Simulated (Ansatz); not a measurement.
Cd(SH)(GeH3) (CdGeH4S), SMILES [SH][Cd][GeH3].

Coordinates come from a B3LYP-D3(BJ)/def2-SVP optimisation. The structure was generated by enumeration; whether it is a known compound was not checked. The def2 effective core potentials stand for the cores of Cd; spin–orbit coupling is left out. The values are those of a single conformer.

Two levels are set side by side: PBE/def2-SVPD (Ansatz, an electronic-structure program) and CAM-B3LYP/def2-SVPD (Ansatz). Energy differences of separate SCF runs at the same geometry; the states with an electron removed or added have multiplicity 2 and 2. Differences are taken from unrounded values.

| quantity | CAM-B3LYP | PBE | PBE minus CAM-B3LYP |
|---|---|---|---|
| vertical ionisation energy (eV) | 9.15 | 8.92 | -0.23 |
| vertical singlet–triplet gap (eV) | 4.64 | 4.22 | -0.42 |
